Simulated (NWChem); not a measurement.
Species: SeO₂, triplet; SMILES of the neutral closed-shell parent O=[Se]=O

```xyz
3

O      1.2233     0.0000    -0.8225
Se     0.0000     0.0000     0.3870
O     -1.2233     0.0000    -0.8225
```
Atoms are numbered in this order, from 1.

In the optimisation the excess spin sits in b1 and b2 (C2v, its own frame). Structure relaxed at the PBE-D3(BJ)/def2-SVP, spin-unrestricted level. This spin state was assumed; another may lie lower. No stability test was run on the SCF state.

Symmetry labels are those of C2v in the frame above (b1 and b2, or b-type labels, depend on it).

Task: List the 4 lowest vertical excitations from B3LYP/def2-SVP, spin-unrestricted, TDA (NWChem).

Result: 
```json
[
 {"state": "state 1", "energy (eV)": "0.34", "oscillator strength": "0.000", "symmetry of the excitation": "b1", "<S²>": "2.02"},
 {"state": "state 2", "energy (eV)": "1.15", "oscillator strength": "0.004", "symmetry of the excitation": "b2", "<S²>": "2.01"},
 {"state": "state 3", "energy (eV)": "2.75", "oscillator strength": "0.001", "symmetry of the excitation": "b1", "<S²>": "2.02"},
 {"state": "state 4", "energy (eV)": "3.09", "oscillator strength": "0.002", "symmetry of the excitation": "b2", "<S²>": "2.02"}
]
```
